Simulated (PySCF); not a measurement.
**Polarisability and C₆ of Pb (lead, neutral)**

[Xe] 4f14 5d10 6s2 6p2, high-spin 3P determinant. Computed with PySCF 2.14 in ANO-RCC-VTZP, with the spin-free X2C one-electron Hamiltonian (Gaussian nucleus). Coupled (time-dependent) response in atomic units; α is the mean over directions. The basis has no added diffuse functions, which lowers α and C₆.

```tsv
method	mean α (bohr³)	α xx, yy, zz	C₆ (like pair)	S(−4)
PBEsol	39.22	31.90, 42.88, 42.88	488.9	298.2
```

S(−4) is the Cauchy moment in α(ω) = α(0) + S(−4) ω² + …

Reference α: 47 ± 3 bohr³ (recommended; Schwerdtfeger and Nagle, table of static dipole polarizabilities (2023 update)). Published C₆: 534.0 (Gould and Bucko (2016)).

Spin-orbit coupling is absent.

α(iu) at PBEsol:

```
u (hartree)  α(iu) (bohr³)
          0          39.22
     0.0500          38.49
      0.100          36.51
      0.200          30.60
      0.300          24.59
      0.500          16.02
      0.750          10.37
       1.00          7.420
       1.50          4.521
       2.00          3.108
       3.00          1.748
       5.00         0.7809
```

The components differ because the open shell of this determinant is not spherical; for a pure term their mean is the scalar polarisability.

Spin-orbit coupling is strong in this species (close to jj coupling), so the high-spin LS determinant is a model state, not a physical level.
